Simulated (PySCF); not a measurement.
**Exercise with solution: oscillator strength and radiative lifetime**

C₄H₇Cl, SMILES C/C(Cl)=C\C.

The structure is a stationary point at B3LYP-D3(BJ)/def2-SVP.

PySCF with TDDFT-PBE/def2-SVPD puts the first singlet state with f over 0.02 at 6.17 eV (vertical), with the transition dipole (-0.500, -1.265, 0.000) in atomic units.

Question: Find the oscillator strength, the wavelength and the radiative lifetime that this transition would have in vacuum if emission retraced absorption.

Answer: 
|μ|² = 1.8502 au, so |μ| = 3.46 D. ΔE = 6.17/27.211 = 0.2267 hartree. f = (2/3) ΔE |μ|² = 0.280 (the program prints 0.280).
λ = 1239.84/6.17 = 201 nm; ν = 49764 cm⁻¹.
Einstein's coefficient A = 0.6670 ν² f s⁻¹ (ν in cm⁻¹) = 4.6e8 s⁻¹, so τ = 1/A = 2.2 ns. This state is S3; the lower singlets have f = 0.001, 0.004. The figure is the radiative limit of this one transition; relaxation, internal conversion, crossing to triplets and a medium change what is measured.
